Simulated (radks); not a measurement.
Values are calculated unless marked as measured or tabulated.
Neutral cobalt inside a hard spherical wall (all orbitals vanish at R), configuration held at [Ar] 3d7 4s2 and not refilled when levels cross. Code: a radial shooting solver on a logarithmic mesh with Libxc functionals. Model: scalar-relativistic Kohn-Sham, PBE, spin-polarised, spherical densities, finite nucleus; open shells are filled with parallel spins first; Fermi nuclear charge, rms radius 3.7875 fm. Eigenvalues in eV for spin up, with the zero of energy where the potential of the charges vanishes at infinity; a dash marks a level that is unbound or too diffuse for the functional's potential to be trusted. A positive occupied level is held by the wall or, in an anion where self-interaction has pushed it up, behind a barrier. The pressure on the wall is -dE/dV.

| R (bohr) | E (hartree) | kinetic (hartree) | e(3s) | e(3p) | e(3d) | e(4s) | e(4p, empty) | e(5s, empty) | pressure (GPa) |
|---|---|---|---|---|---|---|---|---|---|
| free | -1393.22011 | 1411.204 | -103.76 | -66.965 | -9.408 | -5.724 | -1.365 | - | 0 |
| 12 | -1393.22009 | 1411.205 | -103.75 | -66.962 | -9.405 | -5.722 | -1.340 | 0.718 | 0.000406 |
| 7 | -1393.21170 | 1411.264 | -103.36 | -66.565 | -9.016 | -5.368 | -0.506 | 6.003 | 0.471 |
| 6 | -1393.19293 | 1411.367 | -102.81 | -66.019 | -8.488 | -4.825 | 0.454 | 10.342 | 2.08 |
| 5 | -1393.13069 | 1411.653 | -101.57 | -64.783 | -7.303 | -3.430 | 2.635 | 19.028 | 10.2 |
| 4 | -1392.90645 | 1412.528 | -98.624 | -61.870 | -4.515 | 0.509 | 8.147 | 38.571 | 60.2 |
| 3 | -1391.93363 | 1415.858 | -90.815 | -54.219 | 3.077 | 14.082 | 25.229 | 91.601 | 516 |
| 2 | -1385.52411 | 1436.292 | -64.510 | -27.902 | 32.060 | 83.417 | 102.49 | 291.80 | 9590 |
| 1.5 | -1367.77491 | 1488.532 | -19.274 | 19.730 | 85.192 | 234.67 | 256.30 | 642.07 | 71200 |
